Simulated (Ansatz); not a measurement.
`BC=C=C=C` + `[AsH3]` → `B[AsH2]` + `C=C=C=C` at 298.15 K and 1 bar (ligand exchange at a B–C bond).

Calculated with Ansatz (gas phase, PBE0-D4/def2-TZVP geometries, no zero-point term in ΔE). CBS: MP2 limit from def2 TZ/QZ plus the TZ coupled-cluster correction, frozen cores. For As outer-core shells are correlated without core-valence functions, which leaves a few kJ/mol of doubt a bond. Scalar relativity is left out up to krypton.

```csv
species,CCSD(T)/CBS energy (Eh),H − E (kJ/mol),S (J/(mol·K))
`BC=C=C=C`,-179.89496,207.5,313.1
`[AsH3]`,-2236.79077,67.8,222.9
`B[AsH2]`,-2262.17165,106.7,268.3
`C=C=C=C`,-154.50978,173.1,266.6
```

H − E and S are ideal-gas, rigid-rotor, harmonic terms from PBE0-D4/def2-TZVP. 1 Eh = 2625.50 kJ/mol, R = 8.31446 J/(mol·K).

**Question.** By hand: ΔE, ΔH, ΔS and ΔG.

**Answer.** ΔE = (-2262.17165) + (-154.50978) − (-179.89496) − (-2236.79077) = 0.00430 Eh = 11.3 kJ/mol. Δ(H − E) = 106.7 + 173.1 − 207.5 − 67.8 = 4.5, so ΔH = 15.8 kJ/mol. ΔS = 268.3 + 266.6 − 313.1 − 222.9 = -1.1 J/(mol·K). ΔG = 15.8 − 298.15 × (-1.1)/1000 = 16.1 kJ/mol.

**Question.** By hand: the equilibrium constant, and the temperature at which ΔG would vanish if ΔH and ΔS stayed fixed.

**Answer.** log₁₀ K = −ΔG/(RT ln 10) = -2.8. ΔH and −TΔS have one sign here, so there is no such temperature. One of them is within its doubt of zero, so this could turn.

The number of gas molecules stays the same, so ΔS is small and ΔH decides. A doubt of 5 kJ/mol in ΔE shifts log₁₀ K by 0.9 here. These are equilibria of isolated gas molecules and say nothing of rates. Largest T1 diagnostic: 0.014 (customary marks: 0.02 for closed shells, 0.045 for open ones).
